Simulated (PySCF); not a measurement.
MCa cations for M along the alkali metals

CCSD(T) with double-zeta basis sets in PySCF, for the lowest determinant that a PBE0 search found; no spin–orbit coupling. De refers to high-spin ground-configuration atoms (the charge goes to the atom of lower measured ionisation energy or higher electron affinity, which is not always the lowest computed limit).

| M | basis | reference, frozen orbitals | charged atom | state (unpaired electrons) | Re (Å) | ωe (cm⁻¹) | De (eV) |
| --- | --- | --- | --- | --- | --- | --- | --- |
| Li | def2-SVPD | RHF, 5 | Li+ | singlet (closed shell) | 3.398 | 229 | 1.14 |
| Na | def2-SVP | RHF, 6 | Na+ | singlet (closed shell) | 3.686 | 130 | 0.85 |
| K | x2c-SVPall | RHF, 10 | K+ | singlet (closed shell) | 4.203 | 92.0 | 0.51 |
| Rb | def2-SVP | RHF, 5 | Rb+ | singlet (closed shell) | 4.364 | 70.4 | 0.44 |
| Cs | def2-SVP | RHF, 5 | Cs+ | singlet (closed shell) | 4.638 | 60.2 | 0.36 |

The shortest bond is that of LiCa⁺ (3.398 Å), the longest that of CsCa⁺ (4.638 Å).

The rows differ in basis set, which adds steps of its own.

Down a group the atoms grow and get heavier, so bonds lengthen and wavenumbers fall; this series shows no clear exception.

Correlated steps freeze the inner cores (5 to 10 orbitals); shallow outer-core shells are correlated. Weak bonds: CsCa⁺, RbCa⁺. Basis-set superposition, not corrected here, can be much of De in a small basis, most of all at correlated wavefunction levels. Spin–orbit coupling is left out. For an ion De counts to the pair picked by the measured ionisation energies or electron affinities, which need not be the lowest pair at this level.
